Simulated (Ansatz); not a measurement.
Basis-set extrapolation for `NC[SiH2][SiH2]Cl` (PBE0-D4/def2-TZVP geometry, frozen core, Ansatz 0.2.0). Multiplicity 1, RHF reference.

```tsv
	def2-TZVPP	def2-QZVPP
HF	-1134.454478	-1134.489933
MP2 correlation	-0.827297	-0.892526
CCSD(T) correlation	-0.932899	not run
```

Energies in hartree. Use E(X) = E(∞) + A·exp(−7.88·√X) for Hartree–Fock and E(X) = E(∞) + B·X^(−2.97) for correlation, with X = 3 and 4, and add CCSD(T) minus MP2 of the smaller set to the MP2 limit.

Problem. What is the CCSD(T) energy at the basis-set limit?

Solution. HF limit: -1134.489933 + (-0.035455) × 0.13774 = -1134.49482. MP2 limit: -0.892526 + (-0.065229) × 0.74074 = -0.94084. Higher-order term: -0.932899 − (-0.827297) = -0.10560. Total: -1135.54126 hartree, 4.19 eV below CCSD(T)/def2-TZVPP.
